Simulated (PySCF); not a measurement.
# Radial density of N (nitrogen, neutral)

UHF, [He] 2s1 2p4, high-spin 4P determinant (an excited configuration). Computed with PySCF 2.14 in def2-QZVPPD (8s4p4d2f1g, 63 functions), with the non-relativistic Hamiltonian (point nucleus).

| r (bohr) | 4πr²ρ (e/bohr) | 4πr²(ρα − ρβ) |
| --- | --- | --- |
| 0.00425 | 0.04318 | 0.0011 |
| 0.00716 | 0.1174 | 0.0031 |
| 0.0120 | 0.3101 | 0.0081 |
| 0.0202 | 0.7827 | 0.0204 |
| 0.0341 | 1.827 | 0.0474 |
| 0.0573 | 3.749 | 0.0961 |
| 0.0963 | 6.211 | 0.1554 |
| 0.162 | 7.259 | 0.1837 |
| 0.273 | 4.998 | 0.2586 |
| 0.458 | 2.498 | 0.8906 |
| 0.771 | 3.064 | 2.1293 |
| 1.30 | 2.930 | 1.9922 |
| 2.18 | 1.036 | 0.4927 |
| 3.67 | 0.1229 | -0.0144 |
| 6.17 | 0.002084 | -0.0012 |

Where is the radial spin density 4πr²(ρα − ρβ) most negative, and why is it negative at all?

Around r = 3.67 bohr, down to -0.0144 e/bohr: exchange with the open shell polarises the paired shells in an unrestricted calculation.
